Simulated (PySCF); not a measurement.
# Gas-phase thermal properties of TiCl₂(OH)₂

Energies from PySCF (xtb for GFN2), thermal terms from the rigid-rotor harmonic-oscillator model, ideal gas at 1 bar. 6-31G* has spherical d functions here. All species are closed-shell singlets. B3LYP is the form with VWN-RPA correlation. TiCl₂(OH)₂: computed as isolated molecules; such fragments, hydroxides, amides, oligomers or adducts are transient or little studied in the gas. The harmonic model lacks anharmonicity and excited electronic states, which grow with temperature; levels with a mode under 35 cm⁻¹ are left out. Soft modes under 120 cm⁻¹ make the harmonic entropy rough for TiCl₂(OH)₂. Warning, point group unlike the PBE0 one: TiCl₂(OH)₂ (GFN2-xTB).

| level | point group | σ | ZPE (kJ/mol) | S°298 (J/mol/K) | Cp298 (J/mol/K) | S°1000 (J/mol/K) | H1000 − H298 (kJ/mol) |
|---|---|---|---|---|---|---|---|
| B3LYP/6-31G* | Cs | 1 | 72.9 | 379.4 | 116.5 | 537.3 | 93.2 |
| GFN2-xTB | C2v | 2 | 69.2 | 372.6 | 118.7 | 532.3 | 94.1 |
| HF/6-31G* | Cs | 1 | 78.0 | 376.0 | 115.7 | 533.0 | 92.6 |
| PBE/def2-SVP | Cs | 1 | 71.5 | 382.8 | 117.7 | 541.5 | 93.6 |
| PBE0/def2-TZVP | Cs | 1 | 73.7 | 381.7 | 117.3 | 540.0 | 93.3 |
σ: rotational symmetry number. Electronic degeneracy used: 1. Frequencies are unscaled.
